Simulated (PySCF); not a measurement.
## Excitation energy of V by level of theory

V [Ar] 3d3 4s2 (4F) → V [Ar] 3d3 4s1 5s1 (6F), as a difference of total energies. Calculation: PySCF 2.14, in aug-cc-pwCVTZ-DK; the spin-free X2C one-electron Hamiltonian (Gaussian nucleus). Correlated levels: valence: [Ar] frozen; valence and next inner shell: [Ne] frozen; nothing frozen. The calculations carry no spin-orbit coupling.

| method | excitation energy (cm⁻¹) |
| --- | --- |
| UHF | 27913 |
| LDA | 36953 |
| PBE | 34738 |
| PBE0 | 34053 |
| r2SCAN | 33369 |
| B97-3 | 38551 |
| BP86 | 35982 |
| M06-2X | 40051 |
| MP2 (valence) | 34625 |
| SCS-MP2 (valence) | 36674 |
| MP2 (valence and next inner shell) | 35726 |
| SCS-MP2 (valence and next inner shell) | 37053 |
| MP2 (all electrons) | 35740 |
| SCS-MP2 (all electrons) | 37060 |

The promoted electron is Rydberg-like, and one or two diffuse shells describe it only roughly, which tends to raise the upper state.
